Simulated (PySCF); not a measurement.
SMILES O=Cc1ccc(C=O)cc1, GFN2-xTB optimised geometry.

```
16

O     -0.97    -3.47     0.00
C     -1.48    -2.38     0.00
C     -0.75    -1.10     0.00
C     -1.45     0.11     0.00
C     -0.76     1.30     0.00
C      0.64     1.30     0.00
C      1.39     2.57     0.00
O      2.58     2.67     0.00
C      1.34     0.09     0.00
C      0.65    -1.10     0.00
H     -2.58    -2.26     0.00
H     -2.53     0.10     0.00
H     -1.29     2.24     0.00
H      0.74     3.47     0.00
H      2.42     0.12     0.00
H      1.16    -2.05     0.00
```

Density from B3LYP/def2-TZVP in PySCF 2.14.0 at that geometry.

Minimum of the electron density along straight lines between bonded atoms, close to the bond critical point (lines longer than 1.1 times the sum of covalent radii, or with two minima, are not listed):

```json
[
 {"bond": "O1–C2", "length / Å": "1.203", "ρ at the minimum / e bohr⁻³": "0.429", "∇²ρ there / e bohr⁻⁵": "-0.04", "position (fraction from the first atom)": "0.67"},
 {"bond": "C2–C3", "length / Å": "1.472", "ρ at the minimum / e bohr⁻³": "0.283", "∇²ρ there / e bohr⁻⁵": "-0.81", "position (fraction from the first atom)": "0.50"},
 {"bond": "C3–C4", "length / Å": "1.396", "ρ at the minimum / e bohr⁻³": "0.319", "∇²ρ there / e bohr⁻⁵": "-0.94", "position (fraction from the first atom)": "0.50"},
 {"bond": "C4–C5", "length / Å": "1.380", "ρ at the minimum / e bohr⁻³": "0.328", "∇²ρ there / e bohr⁻⁵": "-0.99", "position (fraction from the first atom)": "0.50"},
 {"bond": "C5–C6", "length / Å": "1.396", "ρ at the minimum / e bohr⁻³": "0.319", "∇²ρ there / e bohr⁻⁵": "-0.94", "position (fraction from the first atom)": "0.50"},
 {"bond": "C6–C7", "length / Å": "1.472", "ρ at the minimum / e bohr⁻³": "0.283", "∇²ρ there / e bohr⁻⁵": "-0.81", "position (fraction from the first atom)": "0.50"},
 {"bond": "C7–O8", "length / Å": "1.203", "ρ at the minimum / e bohr⁻³": "0.429", "∇²ρ there / e bohr⁻⁵": "-0.04", "position (fraction from the first atom)": "0.34"},
 {"bond": "C6–C9", "length / Å": "1.397", "ρ at the minimum / e bohr⁻³": "0.318", "∇²ρ there / e bohr⁻⁵": "-0.95", "position (fraction from the first atom)": "0.50"},
 {"bond": "C3–C10", "length / Å": "1.397", "ρ at the minimum / e bohr⁻³": "0.318", "∇²ρ there / e bohr⁻⁵": "-0.95", "position (fraction from the first atom)": "0.50"},
 {"bond": "C9–C10", "length / Å": "1.378", "ρ at the minimum / e bohr⁻³": "0.329", "∇²ρ there / e bohr⁻⁵": "-1.00", "position (fraction from the first atom)": "0.50"},
 {"bond": "C2–H11", "length / Å": "1.108", "ρ at the minimum / e bohr⁻³": "0.280", "∇²ρ there / e bohr⁻⁵": "-0.99", "position (fraction from the first atom)": "0.65"},
 {"bond": "C4–H12", "length / Å": "1.081", "ρ at the minimum / e bohr⁻³": "0.290", "∇²ρ there / e bohr⁻⁵": "-1.04", "position (fraction from the first atom)": "0.65"},
 {"bond": "C5–H13", "length / Å": "1.081", "ρ at the minimum / e bohr⁻³": "0.290", "∇²ρ there / e bohr⁻⁵": "-1.04", "position (fraction from the first atom)": "0.65"},
 {"bond": "C7–H14", "length / Å": "1.108", "ρ at the minimum / e bohr⁻³": "0.280", "∇²ρ there / e bohr⁻⁵": "-0.99", "position (fraction from the first atom)": "0.65"},
 {"bond": "C9–H15", "length / Å": "1.080", "ρ at the minimum / e bohr⁻³": "0.292", "∇²ρ there / e bohr⁻⁵": "-1.07", "position (fraction from the first atom)": "0.65"},
 {"bond": "C10–H16", "length / Å": "1.080", "ρ at the minimum / e bohr⁻³": "0.292", "∇²ρ there / e bohr⁻⁵": "-1.07", "position (fraction from the first atom)": "0.65"}
]
```
